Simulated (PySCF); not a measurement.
**Iodine: a sound run and one with changed settings**

Sound run: I⁺ [Kr] 4d10 5s2 5p4, I²⁺ [Kr] 4d10 5s2 5p3. Computed with PySCF 2.14 in x2c-SVPall (6s5p3d, 36 functions), with the spin-free X2C one-electron Hamiltonian (Gaussian nucleus). In the sound run the correlated levels freeze [Kr] 4d10. The sound run starts from symmetry-adapted Hartree-Fock orbitals and uses a fine grid where one is needed.

Changed run: the non-relativistic Hamiltonian (point nucleus). This setting is unsound on purpose.

| species | method | sound run (hartree) | changed run (hartree) | converged |
| --- | --- | --- | --- | --- |
| I⁺ | UHF | -7111.54266 | -6724.13152 | yes |
| I⁺ | PBE | -7113.96438 | -6726.61319 | yes |
| I⁺ | BP86 | -7115.19616 | -6727.84279 | yes |
| I⁺ | MP2 | -7111.59973 | -6724.19254 | yes |
| I⁺ | CCSD(T) | -7111.61347 | -6724.21033 | yes |
| I²⁺ | UHF | -7110.89091 | -6723.44449 | yes |
| I²⁺ | PBE | -7113.27384 | -6725.87878 | yes |
| I²⁺ | BP86 | -7114.49763 | -6727.10080 | yes |
| I²⁺ | MP2 | -7110.93421 | -6723.49417 | yes |
| I²⁺ | CCSD(T) | -7110.94664 | -6723.51207 | yes |

Ionisation energy of I⁺:

```tsv
method	sound run (eV)	changed run (eV)
UHF	17.735	18.695
PBE	18.791	19.984
BP86	19.008	20.191
MP2	18.110	19.004
SCS-MP2	18.115	19.003
CCSD	18.139	18.995
CCSD(T)	18.145	19.001
```

Most of the change in total energy is the relativistic energy itself. On top of that the contraction fixes the core shape for the Hamiltonian it was made with, so the changed run is not a good calculation with the other Hamiltonian either.

For comparison, NIST gives 19.131 eV between the lowest levels.
